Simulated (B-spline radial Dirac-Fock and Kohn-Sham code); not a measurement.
## Isotope-shift constants of the inner levels of I

System: neutral iodine in the configuration [Kr] 4d10 5s2 5p5.

The computed values come from a radial atomic solver: first-order field-shift and mass-shift constants from Dirac-Fock ground and hole states with a Fermi nucleus; the mass shift has no relativistic recoil terms. A binding energy shifts by δE = F·δ⟨r²⟩ + (K_N + K_S)·δ(1/M); F is taken for a change of radius at fixed skin thickness and so holds the higher radial moments.

```
     level  F (meV/fm²)
    K (1s)       -109.3
   L1 (2s)       -12.97
L2 (2p1/2)       0.4526
L3 (2p3/2)       0.7432
   M1 (3s)       -2.575
M2 (3p1/2)       0.1295
M3 (3p3/2)       0.1952
M4 (3d3/2)       0.1752
M5 (3d5/2)       0.1713
```

The mass shift is not given and not included below: at this Z its relativistic corrections are large. It matters little for K lines but can be comparable with the field shift of L lines.
